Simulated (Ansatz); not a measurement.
Start from `C=NB(N)O` and change one atom or group to get `BB(N)O`.

Ansatz, PBE0-D4/def2-TZVP geometries, multiplicity 1. Each molecule was computed in one conformer, which needn't be the lowest.

```csv
property,`C=NB(N)O`
HOMO–LUMO gap (PBE/def2-TZVPP) / eV,3.88
HOMO–LUMO gap (PBE0/def2-TZVPP) / eV,6.46
HOMO energy (B3LYP/def2-TZVPP) / eV,-6.63
size of the dipole moment (ωB97M-V/def2-TZVPP) / D,2.61
HOMO–LUMO gap (B3LYP/def2-TZVPP) / eV,5.98
HOMO energy (PBE/def2-TZVPP) / eV,-5.42
```

(1) Give the same properties after the change, and the shifts. (An estimate is asked.)

## Answers

(1) Ansatz gave: 
```tsv
property	`BB(N)O`	shift
HOMO–LUMO gap (PBE/def2-TZVPP) / eV	3.32	-0.56
HOMO–LUMO gap (PBE0/def2-TZVPP) / eV	5.68	-0.78
HOMO energy (B3LYP/def2-TZVPP) / eV	-7.50	-0.87
size of the dipole moment (ωB97M-V/def2-TZVPP) / D	0.57	-2.04
HOMO–LUMO gap (B3LYP/def2-TZVPP) / eV	5.22	-0.76
HOMO energy (PBE/def2-TZVPP) / eV	-6.35	-0.93
```

With PBE0 the HOMO falls by 0.89 eV and the LUMO falls by 1.68 eV, so the gap narrows by about 0.79 eV. PBE moves the HOMO by -0.93 eV and ωB97M-V by -0.91 eV. The zero-point energy changes by -28.3 kJ/mol with -3 modes. Dipoles are sizes alone; their direction can turn.

B3LYP here is the variant with VWN-RPA as its local correlation; programs differ in this.
